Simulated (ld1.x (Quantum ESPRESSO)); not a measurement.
**u(r) = r·R(r): atom against pseudo-atom (beryllium)**

Columns: radius, all-electron u(r) and pseudo u(r) of the 2s shell (level -9.50 eV) of beryllium in the configuration [He] 2s1.5 2p0; PBE, non-relativistic, PAW scheme, ld1.x (Quantum ESPRESSO) 7.5.

```json
{"r (bohr)": "0.242", "all-electron": "0.2695", "pseudo": "-0.1517"}
{"r (bohr)": "0.485", "all-electron": "0.1041", "pseudo": "-0.2946"}
{"r (bohr)": "0.728", "all-electron": "-0.1329", "pseudo": "-0.4199"}
{"r (bohr)": "0.970", "all-electron": "-0.3381", "pseudo": "-0.5212"}
{"r (bohr)": "1.212", "all-electron": "-0.4898", "pseudo": "-0.5962"}
{"r (bohr)": "1.455", "all-electron": "-0.5918", "pseudo": "-0.6449"}
{"r (bohr)": "1.698", "all-electron": "-0.6478", "pseudo": "-0.6690"}
{"r (bohr)": "1.940", "all-electron": "-0.6661", "pseudo": "-0.6717"}
{"r (bohr)": "2.182", "all-electron": "-0.6562", "pseudo": "-0.6567"}
{"r (bohr)": "2.425", "all-electron": "-0.6264", "pseudo": "-0.6264"}
{"r (bohr)": "2.668", "all-electron": "-0.5837", "pseudo": "-0.5837"}
{"r (bohr)": "2.910", "all-electron": "-0.5343", "pseudo": "-0.5343"}
{"r (bohr)": "3.152", "all-electron": "-0.4822", "pseudo": "-0.4822"}
{"r (bohr)": "3.395", "all-electron": "-0.4301", "pseudo": "-0.4301"}
{"r (bohr)": "3.637", "all-electron": "-0.3804", "pseudo": "-0.3804"}
{"r (bohr)": "3.880", "all-electron": "-0.3339", "pseudo": "-0.3339"}
{"r (bohr)": "4.122", "all-electron": "-0.2914", "pseudo": "-0.2914"}
{"r (bohr)": "4.365", "all-electron": "-0.2529", "pseudo": "-0.2529"}
{"r (bohr)": "4.608", "all-electron": "-0.2184", "pseudo": "-0.2184"}
{"r (bohr)": "4.850", "all-electron": "-0.1880", "pseudo": "-0.1880"}
{"r (bohr)": "5.092", "all-electron": "-0.1611", "pseudo": "-0.1611"}
{"r (bohr)": "5.335", "all-electron": "-0.1376", "pseudo": "-0.1376"}
{"r (bohr)": "5.578", "all-electron": "-0.1171", "pseudo": "-0.1171"}
{"r (bohr)": "5.820", "all-electron": "-0.0994", "pseudo": "-0.0994"}
{"r (bohr)": "6.062", "all-electron": "-0.0842", "pseudo": "-0.0842"}
{"r (bohr)": "6.305", "all-electron": "-0.0710", "pseudo": "-0.0710"}
```

**Question.** How many radial nodes do the two functions have?

**Answer.** The all-electron 2s function has n − l − 1 = 1; the pseudo-wave has 0, since the states of the same l below it are removed with the core.

**Question.** At about which radius was the pseudo-wave matched?

**Answer.** 2.40 bohr, where the columns begin to agree (steps of 0.24 bohr).

**Question.** Is the pseudo-wave norm-conserving?

**Answer.** No, it belongs to a PAW set: the norm inside the radius is not constrained, and the difference is carried by the augmentation charge.
